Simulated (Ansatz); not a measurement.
**What a proton shuttle does**

Si₂H₆ ([SiH3][SiH3]) + NH₃ → Si₂NH₇ ([NH2][SiH2][SiH3]) + H₂ (links in brackets), a four-centre ligand exchange, has a barrier of 1.914 eV above its start structure and a step energy of -0.124 eV. One HF is now added to the ring of the saddle, taking the hydrogen and handing on one of its own. Gas-phase electronic energies, without zero-point energy, by CCSD(T) at an estimated basis limit (MP2 extrapolated from triple and quadruple zeta, plus CCSD(T) − MP2 in triple zeta); Ansatz 0.2.0, def2-TZVPP and QZVPP, frozen cores, on PBE0-D4/def2-TZVP structures. Extrapolation: Hartree–Fock as exp(−7.88 √X), correlation as X^−2.97. Each barrier counts from its own start structure, which holds all the molecules, is reached by relaxing down from the saddle and may not be the deepest complex; no counterpoise correction.

(1) What are the barrier and the step energy with the shuttle? (To be estimated.)

No T1 diagnostic of these runs exceeds 0.013.

For scale, one of the runs: CCSD(T)/def2-TZVPP, 286 basis functions, launched by `ansatz run in.yaml --threads 8 --pin off --events-out ev --progress --plain --max-ram 19148MiB`. Time: 2.4 min of wall clock on 8 CPU threads of an Arm Neoverse V1; the host was shared. Peak host memory: 8.4 GiB.

Results:

(1) Computed: Barrier 1.578 eV, 0.336 eV lower than without; step energy -0.024 eV, both from the start structure. Counted from all the molecules apart, the saddle lies at 0.972 eV with the shuttle and at 1.848 eV without; the start well goes from -0.066 to -0.606 eV. At the saddle the angle at each passing proton is N–H···H 136° without the shuttle, against N–H···F 159° and F–H···H 166° with it. Bringing in the extra molecule costs entropy, which these electronic energies leave out.
